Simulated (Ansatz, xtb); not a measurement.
Species: C₄H₇S, net charge 1, singlet state. It need not be the lowest isomer of its formula. SMILES: C1=CC[SH+]C1
Coordinates optimised at B3LYP-D3(BJ)/def2-TZVP (Ansatz, an electronic-structure program):
```
C
C 1 1.3236
H 1 1.0820 2 123.94
H 2 1.0820 1 123.94 3 0.00
C 2 1.5002 4 118.53 1 -177.33
H 5 1.0898 2 115.25 4 -55.44
H 5 1.0918 6 108.55 2 -128.74
C 1 1.5002 3 118.53 2 177.33
H 8 1.0898 1 115.25 3 55.44
H 8 1.0918 9 108.55 1 128.74
S 5 1.8463 6 107.69 7 -115.19
H 11 1.3497 5 97.08 6 -37.24
```
Charge +1, spin multiplicity 1.

Harmonic wavenumbers from GFN2-xTB (xtb, at its own minimum), cm⁻¹: 145, 362, 468, 615, 660, 712, 737, 755, 816, 870, 928, 939, 991, 992, 1060, 1071, 1096, 1197, 1204, 1246, 1403, 1403, 1706, 2274, 2982, 2982, 3017, 3018, 3124, 3138.

Question: Give the harmonic wavenumbers at B3LYP-D3(BJ)/def2-TZVP (Ansatz, finite differences of forces, unscaled).

Answer: 142, 379, 490, 589, 637, 699, 756, 799, 853, 949, 965, 966, 980, 1023, 1150, 1169, 1170, 1270, 1299, 1355, 1463, 1469, 1704, 2632, 3068, 3069, 3120, 3122, 3199, 3215 cm⁻¹. Zero-point energy 62.5 kcal/mol.

Question: From these and the geometry, give the ideal-gas thermochemistry at 298.15 K and 1 atm (rigid rotor, harmonic oscillator).

Answer: Point group Cs, rotational symmetry number 1. Rotational constants 6.412, 4.641, 2.861 GHz. S(trans) 39.31, S(rot) 25.74, S(vib) 7.07, S(elec, spin only) 0.00, S 72.1 cal/(mol K). H(298) - H(0) 3.74 kcal/mol; G - E(el) 44.7 kcal/mol.
